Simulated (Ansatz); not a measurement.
Ti4. Total charge 0; singlet. Geometry PBE-D4/def2-SVP; atoms count from 1.

```xyz
4

Ti    1.2463    0.1434    0.8504
Ti   -0.9657   -0.9507    0.6770
Ti    0.3720   -0.5506   -1.3657
Ti   -0.6526    1.3580   -0.1618
```

The restricted singlet is unstable: a solution with broken spin symmetry lies lower. At PBE0-D4/def2-TZVP a quintet of charge 0 lies 1.70 eV below the restricted singlet, each at its own geometry. The structure comes from a short search, and lower isomers may exist.

(1) Estimate the Mulliken populations from the PBE0/def2-TZVP orbitals of Ansatz.

(2) And the Mayer bond orders between heavy atoms (over 0.3)?

Results:

(1) 
| atom | charge (e) | d electrons |
| --- | --- | --- |
| Ti1 | -0.03 | 2.78 |
| Ti2 | -0.02 | 2.77 |
| Ti3 | -0.02 | 2.76 |
| Ti4 | 0.07 | 2.68 |
Mulliken values depend strongly on the basis.

(2) Ti1–Ti2 1.45 (2.47 Å); Ti1–Ti3 1.44 (2.48 Å); Ti1–Ti4 1.60 (2.47 Å); Ti2–Ti3 1.46 (2.47 Å); Ti2–Ti4 1.57 (2.48 Å); Ti3–Ti4 1.58 (2.48 Å).
